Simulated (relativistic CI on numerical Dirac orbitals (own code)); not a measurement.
## Slater and spin-orbit integrals, Ba³⁺

Computed by Dirac-Coulomb-Breit CI, separate exchange-only KLI orbitals for each configuration, model QED, valence Slater integrals scaled by 0.85, P86 correlation energy added to each configuration (own radial code, finite nucleus).

Slater integrals F^k, G^k are unscaled and averaged over j, outside the closed core [Kr] 4d10; ζ comes from projecting the Hamiltonian with its Breit term on Σ l·s of the shell.

- 5s2.5p5: ζ(5p) = 11914 cm⁻¹; <r>(5p) = 1.847, <r^2>(5p) = 3.835 (bohr units).
- 5s2.5p4.5d: F^2(5p,5p) = 58503, ζ(5p) = 12308, F^2(5p,5d) = 44644, G^1(5p,5d) = 52023, G^3(5p,5d) = 32535, ζ(5d) = 652.53 cm⁻¹; <r>(5p) = 1.831, <r^2>(5p) = 3.771, <r>(5d) = 2.487, <r^2>(5d) = 7.02 (bohr units).
- 5s2.5p4.5f: F^2(5p,5p) = 59303, ζ(5p) = 12795, F^2(5p,5f) = 11155, G^2(5p,5f) = 2233.1, G^4(5p,5f) = 1785.8, ζ(5f) = 32.259 cm⁻¹; <r>(5p) = 1.808, <r^2>(5p) = 3.677, <r>(5f) = 4.96, <r^2>(5f) = 27.62 (bohr units).

In this model ζ of a weakly bound d, f or g electron outside closed shells comes out too small, for d by up to a factor of two or three and at times with the wrong sign; that of an outer p electron is too small as well.

Correlation outside the listed configurations is missing or only estimated: errors of thousands of cm⁻¹ between configurations and terms are usual at this charge. Rates and lifetimes follow the computed energies and can be off by large factors. The fine structure of a lone outer electron comes out too small, for d and f at times inverted, and misplaced configurations move strength between like terms. 10 of the 25 excited levels that our extract of the measured tables holds in this range could be paired (the sources list more); they are missed by 2008 cm⁻¹ on average and 3695 at most, and levels without a partner can miss by more.

Averages of the first 10 configurations, taken without configuration mixing, which lowers the lowest level and can move excited configurations by several eV; other configurations of the list can lie among them:

```tsv
Configuration	Parity	States	Average energy above the lowest level (eV)
5s2.5p5	odd	6	1.2
5s.5p6	even	2	20.2
5s2.5p4.5d	even	150	21.9
5s2.5p4.5f	odd	210	36.4
5s2.5p4.4f	odd	210	23.6
5s.5p5.5d	odd	120	40.0
5s2.5p4.6s	even	30	25.2
5s2.5p4.6p	odd	90	29.6
5s2.5p3.4f.5d	even	2800	43.7
5s.5p5.5f	even	168	55.0
```
